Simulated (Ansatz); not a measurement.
A series at Si: from `F[Si](F)(F)S`, ligands are replaced one by one, each step taking up H₂S and setting free H–F; n counts the steps. Ansatz, PBE0-D4/def2-TZVP geometries. Each molecule was computed in one conformer, which needn't be the lowest.

CBS adds triple-zeta CCSD(T) − MP2 to the MP2 limit, frozen cores; atoms without spin–orbit coupling. 

| n | molecule | atomization energy, CCSD(T)/CBS (kJ/mol) |
| --- | --- | --- |
| 0 | `F[Si](F)(F)S` | 2487.6 |
| 1 | `F[Si](F)(S)S` | 2574.4 |
| 2 | `F[Si](S)(S)S` | 2667.9 |
| 3 | `S[Si](S)(S)S` | ? |

Question: By hand: fit a straight line y = ȳ + b (n − n̄) to the 3 given rows and predict n = 3.

Answer: n̄ = 1.000, ȳ = 2576.63; Σ(n − n̄)(y − ȳ) = 180.30, Σ(n − n̄)² = 2.000, so b = 90.15 kJ/mol a step. Prediction: 2576.63 + (90.15) × (2.000) = 2756.9 kJ/mol.

Question: By hand: compare with the computed value, 2768.0 kJ/mol, and give the steps along the whole series.

Answer: The line misses by 11.1 kJ/mol (computed minus predicted). Steps: 86.8, 93.5, 100.1 kJ/mol.

The steps differ by up to 13.3 kJ/mol, small against a whole step but well beyond the method's doubt, so the ligands' effects don't simply add. The miss is 4.0 % of the series' range. The energies themselves are unsure by some kJ/mol a bond, though much of that is common to the series.
